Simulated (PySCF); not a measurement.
A GIAO shielding run with PySCF 2.14.0 with density-fitted response routines (density fitting, non-relativistic, gas phase) on SMILES C(C)[C@@H]1C[SiH2][SiH2][C@@H](F)[SiH2]1, C5H15FSi3:

```
$ OMP_NUM_THREADS=1 python probes_run.py task.json out

{"job": {"kind": "nmr", "xc": "PBE0", "basis": "pcSseg-1"}, "charge": 0, "multiplicity": 1}
C     -2.848152     0.084332    -0.790745
C     -2.211714    -0.072724     0.583476
C     -0.677961    -0.022704     0.575437
C     -0.167023     1.358543     0.139171
Si     1.649592     1.706151     0.624547
Si     2.949585     0.032642    -0.303114
C      1.931730    -1.579845    -0.032592
F      2.032033    -1.911727     1.330526
Si     0.064160    -1.456238    -0.446148
H     -2.543949    -0.725101    -1.449582
H     -2.560806     1.028178    -1.246775
H     -3.932620     0.067726    -0.703793
H     -2.588855     0.720099     1.237852
H     -2.530766    -1.026081     1.012404
H     -0.370308    -0.171499     1.619325
H     -0.804765     2.124383     0.591155
H     -0.280449     1.471202    -0.941408
H      1.981141     3.052295     0.131243
H      1.709698     1.783506     2.092754
H      4.276516    -0.190419     0.282539
H      3.140489     0.112573    -1.760214
H      2.379009    -2.427873    -0.557787
H     -0.019546    -1.218050    -1.894129
H     -0.588772    -2.719605    -0.086587
```

Hardware: 1 thread of an Arm Neoverse N1, shared host. The job also computes population analyses, field gradients, ring-centre shieldings.

Task: How large is the calculation?

Result: 96 electrons, 249 basis functions and 1361 auxiliary functions.

Task: How long does it take, and how much memory does it need?

Result: 2 min of wall time, with 14 SCF cycles and 4 response iterations; peak memory 1.1 GiB. Times on a shared host scatter by some tens of per cent.
